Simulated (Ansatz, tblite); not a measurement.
Removing and adding an electron: GaP2 (the lowest doublet isomer of a short search). The state is a doublet with charge 0. Geometry: PBE0-D4/def2-TZVP. Ansatz, gas phase; energy differences of separate SCF runs; the oxidised species is a singlet (the triplet lies 0.79 eV higher at PBE0-D4/def2-TZVP); the reduced species is a singlet (the triplet lies 0.50 eV higher at PBE0-D4/def2-TZVPD).

Cartesian coordinates in Å:
```
Ga 1.5054 -0.3180 0.4879
P -0.3993 0.6941 -0.9852
P -1.1062 -0.3761 0.4974
```

The xTB rows come from tblite. Correlated methods freeze 19 core orbitals; core or outer-core shells of Ga are correlated, in sets that lack core-valence functions. In CCSD on the charge 0 doublet the largest single amplitude is 0.16, so its Hartree–Fock determinant may place the open shell otherwise than the density functionals do. The structure comes from a short search, and lower isomers may exist.

```json
{"level": "GFN1-xTB", "−HOMO (eV)": "–", "vertical IE (eV)": "11.69", "−LUMO (eV)": "–", "vertical EA (eV)": "–", "HOMO–LUMO gap (eV)": "–", "IE − EA (eV)": "–", "remarks": "–"}
{"level": "GFN2-xTB", "−HOMO (eV)": "–", "vertical IE (eV)": "10.82", "−LUMO (eV)": "–", "vertical EA (eV)": "5.67", "HOMO–LUMO gap (eV)": "–", "IE − EA (eV)": "5.15", "remarks": "–"}
{"level": "PBE-D4/def2-TZVP", "−HOMO (eV)": "4.81", "vertical IE (eV)": "7.62", "−LUMO (eV)": "4.01", "vertical EA (eV)": "–", "HOMO–LUMO gap (eV)": "0.80", "IE − EA (eV)": "–", "remarks": "restricted SCF unstable in HF (+1 singlet)"}
{"level": "PBE-D4/def2-TZVPD", "−HOMO (eV)": "4.84", "vertical IE (eV)": "–", "−LUMO (eV)": "4.04", "vertical EA (eV)": "1.53", "HOMO–LUMO gap (eV)": "0.80", "IE − EA (eV)": "–", "remarks": "HOMO above zero (-1 singlet), restricted SCF unstable in HF (-1 singlet)"}
{"level": "r2SCAN-D4/def2-TZVP", "−HOMO (eV)": "5.15", "vertical IE (eV)": "7.82", "−LUMO (eV)": "3.88", "vertical EA (eV)": "–", "HOMO–LUMO gap (eV)": "1.27", "IE − EA (eV)": "–", "remarks": "restricted SCF unstable in HF (+1 singlet)"}
{"level": "r2SCAN-D4/def2-TZVPD", "−HOMO (eV)": "5.16", "vertical IE (eV)": "–", "−LUMO (eV)": "3.88", "vertical EA (eV)": "1.55", "HOMO–LUMO gap (eV)": "1.28", "IE − EA (eV)": "–", "remarks": "HOMO above zero (-1 singlet), restricted SCF unstable in HF (-1 singlet)"}
{"level": "PBE0-D4/def2-TZVP", "−HOMO (eV)": "5.75", "vertical IE (eV)": "7.73", "−LUMO (eV)": "3.24", "vertical EA (eV)": "–", "HOMO–LUMO gap (eV)": "2.52", "IE − EA (eV)": "–", "remarks": "restricted SCF unstable in HF (+1 singlet)"}
{"level": "PBE0-D4/def2-TZVPD", "−HOMO (eV)": "5.77", "vertical IE (eV)": "–", "−LUMO (eV)": "3.25", "vertical EA (eV)": "1.54", "HOMO–LUMO gap (eV)": "2.52", "IE − EA (eV)": "–", "remarks": "HOMO above zero (-1 singlet), restricted SCF unstable in HF (-1 singlet)"}
{"level": "CCSD/def2-TZVPD", "−HOMO (eV)": "–", "vertical IE (eV)": "–", "−LUMO (eV)": "–", "vertical EA (eV)": "1.47", "HOMO–LUMO gap (eV)": "–", "IE − EA (eV)": "–", "remarks": "restricted SCF unstable (-1 singlet), spin-contaminated (⟨S²⟩ 1.01) (doublet)"}
{"level": "CCSD/def2-TZVPP", "−HOMO (eV)": "–", "vertical IE (eV)": "7.42", "−LUMO (eV)": "–", "vertical EA (eV)": "–", "HOMO–LUMO gap (eV)": "–", "IE − EA (eV)": "–", "remarks": "restricted SCF unstable (+1 singlet), spin-contaminated (⟨S²⟩ 1.01) (doublet)"}
{"level": "CCSD(T)/def2-TZVPD", "−HOMO (eV)": "–", "vertical IE (eV)": "–", "−LUMO (eV)": "–", "vertical EA (eV)": "1.57", "HOMO–LUMO gap (eV)": "–", "IE − EA (eV)": "–", "remarks": "restricted SCF unstable (-1 singlet), spin-contaminated (⟨S²⟩ 1.01) (doublet)"}
{"level": "CCSD(T)/def2-TZVPP", "−HOMO (eV)": "–", "vertical IE (eV)": "7.40", "−LUMO (eV)": "–", "vertical EA (eV)": "–", "HOMO–LUMO gap (eV)": "–", "IE − EA (eV)": "–", "remarks": "restricted SCF unstable (+1 singlet), spin-contaminated (⟨S²⟩ 1.01) (doublet)"}
```

Run but left out: HF/def2-TZVPP (charge +1 singlet: restricted singlet, unstable towards broken spin symmetry); MP2/def2-TZVPP, MP2/def2-TZVPD (doublet: ⟨S²⟩ 1.01, where a pure state has 0.75); HF/def2-TZVPD (charge -1 singlet: restricted singlet, unstable towards broken spin symmetry).   A HOMO above zero means that the electron is unbound at that level or that self-interaction error raises the level; the energy of removing that electron tells which. HOMO and LUMO are the levels of the spin that leaves or enters (xTB has no such levels and no spin-polarisation term). Other spin states of the ions may lie lower, which would lower the ionisation energy or raise the affinity. Raw xTB energy differences between charge states are shifted by several eV; the methods need an empirical correction for them.
